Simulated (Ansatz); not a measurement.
TaO3⁻ was relaxed with PBE0-D4 (def2-TZVPD) in Ansatz in these states: charge -1 quintet, charge -1 triplet. The geometries follow in no particular order.

In the def2 sets Ta takes a core potential; there is no spin–orbit coupling.

A:

```xyz
4

Ta    0.4300   -0.1089   -0.6698
O     0.1481   -0.2443    1.5309
O    -0.5071   -0.6524   -2.0482
O    -0.0711    1.0057    1.1870
```

B:

Cartesian coordinates in Å:
```
Ta 0.196 -0.338 0.673
O -1.251 -0.096 -0.644
O 1.812 -0.747 0.117
O -0.757 1.181 -0.147
```

Judge from the bond lengths which geometry belongs to which state (an estimate).

A is the charge -1 quintet (Ta1–O2 2.223 Å, Ta1–O4 2.223 Å, O2–O4 1.315 Å); B is the charge -1 triplet (Ta1–O2 1.972 Å, Ta1–O4 1.972 Å, O2–O4 1.456 Å).

At PBE0-D4/def2-TZVPD the highest occupied level of the charge -1 quintet lies above zero (up to 0.73 eV). It is a level of α spin, whose loss leaves a quartet; that state wasn't run at this geometry and level. The electron is either unbound and held by the finite basis, or the level is raised by self-interaction error. At PBE0-D4/def2-TZVPD a broken-symmetry singlet lies 2.39 eV below the charge -1 quintet. At PBE0-D4/def2-TZVPD a broken-symmetry singlet lies 0.17 eV below the charge -1 triplet. These are the stationary points nearest to one start from a short search; other shapes may lie lower in each state.
